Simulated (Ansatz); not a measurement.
Job for Ansatz (a first-principles code): U-BHLYP/def2-TZVPP on H3Mo (SMILES [MoH3]), 2S+1 = 4, a spin state set in the input, which need not be the lowest. Elements past Kr take the def2 small-core potentials; no spin–orbit coupling.

Ansatz 0.2 input:
```yaml
crystal:
  periodic: [false, false, false]
  atoms:
    - {symbol: Mo, position_ang: [0.40227730, 0.07120110, -0.19138553]}
    - {symbol: H, position_ang: [0.49265057, -0.45270498, 1.42482676]}
    - {symbol: H, position_ang: [-0.46736936, 1.53313720, -0.22003407]}
    - {symbol: H, position_ang: [-0.48554623, -1.08466804, -1.06945131]}
basis:
  gaussian:
    orbitals: def2-TZVPP
hamiltonian:
  xc: {name: BHLYP}
magnetization: {spin_polarized: true, initial_magnetization: 3}
```

Output:

```
WARN ansatz: RAYON_NUM_THREADS=1 ignored (pool sized by the plan → 1); use --threads N
Functional definition: BHLYP
integrals: 0.02 GiB planned
597 factors; their error is unknown
mean field: 0.29 GiB planned
mean field evaluation 1: about -1897.7423 eV, gradient 1.2e1 eV
mean field evaluation 2: about -1898.2870 eV, gradient 8.9e0 eV
mean field evaluation 4: about -1898.6308 eV, gradient 1.2e0 eV
mean field evaluation 8: about -1898.8166 eV, gradient 4.7e-1 eV
mean field evaluation 16: about -1898.8172 eV, gradient 3.2e-4 eV
mean field -1898.81721219 eV, -69.7802454835 hartree, gradient 3.2e-5 eV, S^2 3.790719; 0 other end points of the search recorded, 0 dependent functions left out
reference -1898.81737297 eV, -69.7802513921 hartree; 10, 7 occupied and 88, 91 virtual orbitals, 597 factors
Total energy: -1898.81737297 eV, -69.7802513921 hartree
```

The calculation finished and met its thresholds.

Cost: around 1.5 core-seconds (rough).
